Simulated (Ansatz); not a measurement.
Geometry optimisation, RKS PBE-D4/def2-SVP in Ansatz 0.2.0.

The input (input.yaml):

```yaml
crystal:
  periodic: [false, false, false]
  atoms:
    - { symbol: Ti, position_ang: [-0.073851, 0.720963, 0.814953] }
    - { symbol: Br, position_ang: [2.112528, -2.165141, -1.089538] }
    - { symbol: "N", position_ang: [-0.808957, 0.137931, -0.567423] }
    - { symbol: H, position_ang: [0.818924, -1.431098, -1.076069] }
    - { symbol: Cl, position_ang: [0.372191, 2.89557, 0.647069] }
    - { symbol: Cl, position_ang: [-1.029034, -0.086216, 2.660216] }
    - { symbol: H, position_ang: [-1.391801, -0.072009, -1.389208] }
basis:
  gaussian: { orbitals: def2-SVP }
hamiltonian:
  xc: pbe
  dispersion: d4
relax:
  f_tol: 0.03
  max_steps: 50
```

Run as:

```bash
$ ansatz run input.yaml --threads 4 --pin off --max-ram 5120MiB --backend cpu --events-out ev --progress --plain --runs-dir out
```

Question: Where does it end, and by what steps?

Answer: The forces met the threshold. The force dipped under the threshold on the way, but the program's further checks kept it going. After 29 steps the energy has fallen by 2.863 eV; H4 moved furthest, 2.12 Å. Parted: Br2–H4 (1.49 → 3.92 Å). Joined: Ti1–Br2 (4.09 → 2.36 Å), N3–H4 (2.32 → 1.03 Å).

```csv
step,energy less start (eV),largest force component (eV/Å),accepted
0,0.0000,0.727,yes
2,-0.2477,0.953,yes
4,-0.6812,0.984,yes
6,-1.4287,1.993,yes
8,-2.2246,1.283,yes
10,-2.5297,1.388,yes
12,-2.7787,0.681,yes
14,-2.8338,0.424,yes
16,-2.8531,0.066,yes
18,-2.8553,0.030,yes
20,-2.8597,0.042,yes
22,-2.8460,0.711,no
24,-2.8612,0.199,no
26,-2.8625,0.067,yes
28,-2.8630,0.062,yes
29,-2.8633,0.002,yes
```

```xyz
7
Properties=species:S:1:pos:R:3
Ti 0.360 0.193 0.529
Br 2.468 -0.819 0.197
N -0.732 -0.269 -0.882
H -1.277 -1.138 -0.932
Cl 0.563 2.372 0.490
Cl -0.560 -0.616 2.346
H -0.822 0.276 -1.748
```

Time of the run: 95 s on 4 threads of Arm Neoverse N1, with other jobs on the host, peak memory 0.23 GiB.
